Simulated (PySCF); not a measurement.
C2H9BFNSi, SMILES N(C)(B([SiH3])F)C. Coordinates come from a ωB97X-D3(BJ)/def2-SVP optimisation. Other conformers were not sampled.

Computed with ωB97X-D3(BJ)/def2-SVP (PySCF).

Harmonic wavenumbers (cm⁻¹): 94, 108, 156, 168, 183, 276, 293, 364, 410, 417, 572, 600, 661, 909, 948, 961, 963, 1090, 1119, 1147, 1182, 1245, 1304, 1443, 1464, 1465, 1479, 1483, 1489, 1576, 2222, 2227, 2251, 3040, 3045, 3112, 3117, 3179, 3204. Rotational constants (GHz): 3.807, 1.934, 1.323; symmetry number 1.

Question: Work out the zero-point energy and the ideal-gas rigid-rotor harmonic-oscillator thermochemistry at 298.15 K and 1 atm.

Answer: ZPE = ½ Σ hcν = ½ × 50966 cm⁻¹ = 72.86 kcal/mol. H − E(el) = 78.94 kcal/mol. Entropy in cal/(mol K): translation 39.86, rotation 27.89, vibration 22.32, total 90.08. G − E(el) = 52.08 kcal/mol. Cp = 32.02 cal/(mol K). Modes under 150 cm⁻¹ make the vibrational entropy uncertain.
